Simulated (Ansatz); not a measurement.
The first iterations of a band of CH₃ClFNSiZn (9 atoms, charge 0, multiplicity 1).

These are results of RKS PBE0-D4/def2-SVP (Ansatz 0.2.0), not measurements.

```yaml
movable_images: 7
climbing_image: yes
spring: 5.0 eV/Å²
optimiser: quadratic models (default)
start_path: through a guess of the saddle point
force_threshold: 0.05 eV/Å
iteration_limit: 58
end_points: relaxed
```

Image 0:

```xyz
9
Properties=species:S:1:pos:R:3
N 0.484 -1.271 -0.520
C 0.283 -0.311 0.418
Zn 1.359 1.601 0.344
Si -1.516 0.485 0.376
F -1.507 0.738 -1.270
Cl -0.912 2.507 1.060
H 1.093 -2.064 -0.370
H 0.186 -1.092 -1.472
H 0.619 -0.639 1.416
```

Image 8:

```xyz
9
Properties=species:S:1:pos:R:3
N 0.483 -1.263 -0.524
C 0.286 -0.313 0.423
Zn 1.368 1.600 0.361
Si -1.513 0.484 0.383
F -1.506 0.718 -1.267
Cl -0.914 2.515 1.043
H 0.172 -1.077 -1.471
H 1.087 -2.062 -0.384
H 0.625 -0.648 1.418
```

| iteration | highest image above the first end (eV) | largest band force component (eV/Å) |
| --- | --- | --- |
| 1 | 10.353 | 56.010 |
| 2 | 1.599 | 9.275 |
| 3 | 0.935 | 4.197 |
| 4 | 0.755 | 0.950 |
| 5 | 0.672 | 0.728 |

Task: Does the band converge within its limit, and where does its top end?

Result: It converged. It ended after 16 iterations with the highest image 0.582 eV above the first end. A vibrational analysis at the climbing image gives one clearly imaginary mode, 250i cm⁻¹: a first-order saddle point.

The run took 5.4 min on 2 threads of Intel(R) Xeon(R) 6975P-C (Granite Rapids), on a shared host, peak memory 0.36 GiB.
